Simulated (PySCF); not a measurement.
# What a mistake does to a calculation on CClGeH5Si

These are calculations, not measurements. They come from PySCF 2.14.0, an open-source quantum chemistry program, on an isolated molecule that a program drew, which may never have been made. The molecule is CClGeH5Si (charge 0, singlet), drawn as the SMILES string `[CH3][Ge][SiH2]Cl`.

Each row is a Hartree-Fock (HF) and frozen-core CCSD(T) single point in the cc-pV(D+d)Z basis, meant for a local HF minimum. Run 1 is clean. Each other run has one planted mistake out of seven kinds, and not every kind appears here: one electron removed, one electron added, multiplicity raised by two, geometry at a saddle point, minimal basis STO-3G, one bond length entered in bohr, all coordinates scaled. The reference is restricted for singlets and unrestricted otherwise, and also for a bond in bohr. Adding or removing an electron swaps singlet and doublet. Electrons count all cores. HOMO and LUMO are orbital energies over both spins, the gradient is its largest component, and the lowest frequency (negative if imaginary) is given only where the gradient is small. Bond lengths are over the 8 bonds as drawn. T1 is the CCSD diagnostic: over 0.02 (restricted) or 0.045 (unrestricted) a single reference is doubtful. Germanium has the cc-pVDZ-PP basis, with a core potential (ECP10MDF) in place of its 10 inner electrons, and its 3s, 3p and 3d shells are frozen in CCSD(T).

Geometry of the clean run:
```xyz
9
CClGeH5Si, angstrom
C     0.5173    1.1911    0.8106
Ge   -0.9999    1.3266   -0.4947
Si   -2.7599    0.8147    1.1888
Cl   -2.6405   -1.2864    1.3159
H     1.4793    1.2326    0.2973
H     0.4602    2.0283    1.5165
H     0.4622    0.2676    1.3951
H    -2.5493    1.3338    2.5603
H    -4.1496    1.1246    0.7887
```

```
run,electrons,basis functions,<S^2>,HOMO (eV),LUMO (eV),gradient (hartree/bohr),lowest frequency (cm^-1),mean bond (Å),longest bond (Å),T1,HF (hartree),CCSD(T) (hartree),mistake
1,74,108,0.000,-8.46,0.11,3.6e-05,39,1.6057,2.489,0.0119,-1082.62213,-1083.15374,no fault
2,74,108,0.000,-8.16,0.40,6.4e-02,-,1.4965,2.320,0.0113,-1082.58124,-1083.10735,all coordinates scaled
3,73,108,0.774,-15.69,-6.56,4.4e-02,-,1.6057,2.489,0.0180,-1082.34675,-1082.85414,one electron removed
4,74,108,2.011,-7.77,-0.34,3.3e-02,-,1.6057,2.489,0.0157,-1082.59654,-1083.11263,multiplicity raised by two
5,74,108,1.115,-8.12,0.19,9.6e-03,-,1.7705,2.800,0.0529,-1082.51945,-1083.03840,one bond length entered in bohr
6,75,108,0.763,-1.50,6.86,2.4e-02,-,1.6057,2.489,0.0132,-1082.64671,-1083.18851,?
```

**Which mistake was planted in run 6, and what did it cost?**

It counts 75 electrons, one more than the clean run, at the same geometry and basis. So the mistake is: one electron added. Subtracting run 1 and multiplying by 627.51 kcal/mol a hartree, the energy moved by -15.4 kcal/mol in HF and -21.8 kcal/mol in CCSD(T).

Cautions from the logs. Run 5: T1 is over the limit, so its CCSD(T) energy is less reliable.
